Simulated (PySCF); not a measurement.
**TlCl: energy against distance**

Set-up: PySCF, scalar-relativistic core potentials, basis sets Tl cc-pVDZ-PP with ECP60, Cl cc-pV(D+d)Z. Energies in eV from Tl + Cl in their ground configurations at the same level. State: ¹Σ⁺ (singlet), closed shell.

All columns are PBE. A positive dipole means Tl(−)Cl(+).

```tsv
R (Å)	E (eV)	μ (D)	Mulliken charge on Tl (basis-dependent)	HOMO (eV)	LUMO (eV)	Mayer bond order	⟨S²⟩
2.184	-3.546	-1.87	0.32	-6.07	-1.98	1.14	0.00
2.286	-4.048	-2.60	0.35	-6.24	-2.10	1.09	0.00
2.388	-4.325	-3.29	0.38	-6.33	-2.22	1.05	0.00
2.464	-4.427	-3.80	0.41	-6.35	-2.32	1.02	0.00
2.540	-4.461	-4.29	0.43	-6.34	-2.41	0.99	0.00
2.616	-4.445	-4.76	0.44	-6.18	-2.50	0.97	0.00
2.718	-4.366	-5.37	0.46	-5.95	-2.62	0.94	0.00
2.845	-4.208	-6.08	0.48	-5.68	-2.76	0.91	0.00
2.997	-3.969	-6.89	0.50	-5.41	-2.92	0.88	0.00
3.200	-3.623	-7.86	0.52	-5.10	-3.13	0.85	0.00
```

A fit through these points gives, at Re = 2.550 Å, μ = -4.35 D and dμ/dR = -6.29 D/Å; the reduced mass is 29.87 u.

Problem. How strong is the fundamental in the double-harmonic approximation, I = 42.26·(dμ/dR)²/μred km/mol?

Solution. I = 42.26·(-6.29)²/29.87 = 56.0 km/mol at PBE.

Spin–orbit coupling is left out, which matters for elements this heavy, above all for dissociation energies.
